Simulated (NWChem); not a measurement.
System: BSiH₅O; SMILES BO[SiH3]

```xyz
8

B     -0.2396    -1.7811    -0.0001
H     -1.4647    -1.7680     0.0007
H      0.3982    -2.8201    -0.0010
O      0.4577    -0.6176     0.0002
Si    -0.0596     1.0038     0.0000
H      0.5029     1.6563     1.2264
H     -1.5613     1.0703     0.0038
H      0.4964     1.6541    -1.2306
```
Atoms are numbered in this order, from 1.

All runs: NWChem. Coordinates come from a PBE-D3(BJ)/def2-SVP optimisation. Vertical excitations in the gas phase.

Estimate the computed values for B3LYP/aug-cc-pVDZ, full TDDFT. Quantities: lowest excitation, singlet (eV); oscillator strength of that lowest state; lowest state with f > 0.02, singlet (eV); oscillator strength of that bright state; orbital gap (eV).


| Property | Value |
|---|---|
| lowest excitation, singlet (eV) | 5.75 |
| oscillator strength of that lowest state | 0.000 |
| lowest state with f > 0.02, singlet (eV) | 7.33 |
| oscillator strength of that bright state | 0.050 |
| orbital gap (eV) | 7.23 |
